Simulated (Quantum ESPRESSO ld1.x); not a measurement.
The numbers below are computed, except where a source is named.
The bismuth ion Bi21+, configuration [Kr] 4d10 4f14 5s2 (the NIST ground configuration). Level of theory: scalar-relativistic Kohn-Sham, LDA (Slater exchange, VWN5 correlation), spin-polarised, spherical densities, point nucleus (ld1.x of Quantum ESPRESSO 7.5).

Radial electron density D(r) = 4 pi r^2 rho(r):

```
   r/bohr * D(r) (the largest magnitude, 157, reaches the edge; | marks zero)
 0.001025 |    *
 0.001324 |      *
 0.001724 |         *
 0.002245 |             *
 0.002924 |                 *
 0.003777 |                       *
 0.004918 |                             *
 0.006404 |                                   *
 0.008339 |                                       *
  0.01077 |                                        *
  0.01403 |                                      *
  0.01826 |                                   *
  0.02378 |                                    *
  0.03072 |                                          *
     0.04 |                                                   *
  0.05209 |                                                      *
  0.06782 |                                               *
  0.08761 |                                          *
   0.1141 |                                                *
   0.1485 |                                                  *
   0.1934 |                                     *
   0.2519 |                             *
   0.3254 |                                 *
   0.4237 |                             *
   0.5517 |               *
   0.7183 |     *
   0.9279 | *
    1.208 *
    1.573 *
    2.049 *
```

D(r) has 4 maxima, at r = 0.0103, 0.0489, 0.136, 0.350 bohr, and minima at 0.0203, 0.0869, 0.250 bohr, inside which lie 1.87, 10.94, 30.35 electrons.
